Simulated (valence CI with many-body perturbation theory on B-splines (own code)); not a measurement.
**How close is CI+MBPT for Al I?**

Calculated by valence CI with perturbative core correlation (CI+MBPT): three valence electrons over a frozen Dirac-Fock core [Ne], a basis of 11 s, 11 p, 10 d, 8 f, 5 g, 2 h functions for each j, with the one-electron correlation potential Σ1, the two-electron term Σ2, the three-electron term Σ3, Breit, model QED; selected CI, second order for the rest, scaled by the run's own slope (own B-spline code, finite nucleus).

Set against measurement, 27 paired levels are off by 37 cm⁻¹ on average, the worst by 110. These come from a selection out of the NIST Handbook of Basic Atomic Spectroscopic Data. Levels without a partner in it may be off by more.

Measured levels: NIST Handbook of Basic Atomic Spectroscopic Data (Sansonetti and Martin, J. Phys. Chem. Ref. Data 34, 1559 (2005)). Pairs share parity and J, and are chosen by configuration, term and nearness in energy; levels without a clear partner are left out. Energies in cm⁻¹ above the measured ground level.

Names give the largest LS component (configuration and term), which can be under half, so a name can repeat, a term be missing and a line seem to break the LS rules; names also repeat where a configuration has a term twice. Letters in brackets count levels of one name in rising energy.

| Computed label | Label in the source | Measured | Computed | Difference |
| --- | --- | --- | --- | --- |
| 3s2.3p 2P°_1/2 | 3s2(1S) 3p 2P° | 0 | 0.0 | 0 |
| 3s2.3p 2P°_3/2 | 3s2(1S) 3p 2P° | 112.1 | 111.1 | -1 |
| 3s2.4s 2S_1/2 | 3s2(1S) 4s 2S | 25347.8 | 25390.5 | +43 |
| 3s.3p2 4P_1/2 | 3s 3p2 4P | 29020.4 | 28909.9 | -110 |
| 3s.3p2 4P_3/2 | 3s 3p2 4P | 29067.0 | 28957.5 | -109 |
| 3s.3p2 4P_5/2 | 3s 3p2 4P | 29142.8 | 29033.5 | -109 |
| 3s2.3d 2D_3/2 | 3s2(1S) 3d 2D | 32435.5 | 32437.9 | +2 |
| 3s2.3d 2D_5/2 | 3s2(1S) 3d 2D | 32436.8 | 32439.3 | +3 |
| 3s2.4p 2P°_1/2 | 3s2(1S) 4p 2P° | 32949.8 | 32974.7 | +25 |
| 3s2.4p 2P°_3/2 | 3s2(1S) 4p 2P° | 32965.6 | 32990.8 | +25 |
| 3s2.5s 2S_1/2 | 3s2(1S) 5s 2S | 37689.4 | 37704.5 | +15 |
| 3s2.4d 2D_3/2 [a] | 3s2(1S) 4d y 2D | 38929.4 | 38951.2 | +22 |
| 3s2.4d 2D_5/2 [a] | 3s2(1S) 4d y 2D | 38934.0 | 38955.5 | +22 |
| 3s2.5p 2P°_1/2 | 3s2(1S) 5p 2P° | 40272.0 | 40280.8 | +9 |
| 3s2.5p 2P°_3/2 | 3s2(1S) 5p 2P° | 40277.9 | 40286.9 | +9 |
| 3s2.4f 2F°_5/2 | 3s2(1S) 4f 2F° | 41319.4 | 41371.6 | +52 |
| 3s2.4f 2F°_7/2 | 3s2(1S) 4f 2F° | 41319.4 | 41371.6 | +52 |
| 3s2.6s 2S_1/2 | 3s2(1S) 6s 2S | 42144.4 | 42164.1 | +20 |
| 3s2.4d 2D_3/2 [b] | 3s2(1S) 4d 2D | 42233.7 | 42280.0 | +46 |
| 3s2.4d 2D_5/2 [b] | 3s2(1S) 4d 2D | 42237.8 | 42283.9 | +46 |
| 3s2.6p 2P°_1/2 | 3s2(1S) 6p 2P° | 43335.0 | 43352.5 | +18 |
| 3s2.6p 2P°_3/2 | 3s2(1S) 6p 2P° | 43337.9 | 43355.5 | +18 |
| 3s2.5f 2F°_5/2 | 3s2(1S) 5f 2F° | 43831.1 | 43874.0 | +43 |
| 3s2.5f 2F°_7/2 | 3s2(1S) 5f 2F° | 43831.1 | 43873.9 | +43 |
| 3s2.5g 2G_7/2 | 3s2(1S) 5g 2G | 43875.7 | 43898.5 | +23 |
| 3s2.5g 2G_9/2 | 3s2(1S) 5g 2G | 43875.7 | 43898.5 | +23 |
| 3s2.5d 2D_3/2 | 3s2(1S) 5d 2D | 44166.4 | 44222.2 | +56 |
| 3s2.5d 2D_5/2 | 3s2(1S) 5d 2D | 44168.8 | 44224.7 | +56 |

Over 27 excited levels the mean absolute difference is 37 cm⁻¹, the median 25 and the largest 110. The comparison draws on a selection of the measured levels: 28 of the 40 computed ones have a partner in it, and others may be off by more.

Rates against NIST Handbook of Basic Atomic Spectroscopic Data (Sansonetti and Martin, J. Phys. Chem. Ref. Data 34, 1559 (2005)):

```tsv
λ vac, measured (nm)	Upper	Lower	A computed (s⁻¹)	A tabulated (s⁻¹)
226.98	3s2.5d 2D_5/2	3s2.3p 2P°_3/2	8.51e+07	6.91e+07
236.78	3s2.4d 2D_3/2 [b]	3s2.3p 2P°_1/2	7.56e+07	6.28e+07
237.38	3s2.4d 2D_5/2 [b]	3s2.3p 2P°_3/2	8.94e+07	7.48e+07
257.59	3s2.4d 2D_5/2 [a]	3s2.3p 2P°_3/2	2.79e+07	2.26e+07
308.30	3s2.3d 2D_3/2	3s2.3p 2P°_1/2	6.35e+07	6.22e+07
309.36	3s2.3d 2D_5/2	3s2.3p 2P°_3/2	7.64e+07	7.38e+07
309.37	3s2.3d 2D_3/2	3s2.3p 2P°_3/2	1.28e+07	1.23e+07
394.51	3s2.4s 2S_1/2	3s2.3p 2P°_1/2	5.02e+07	4.98e+07
396.26	3s2.4s 2S_1/2	3s2.3p 2P°_3/2	9.98e+07	9.82e+07
```
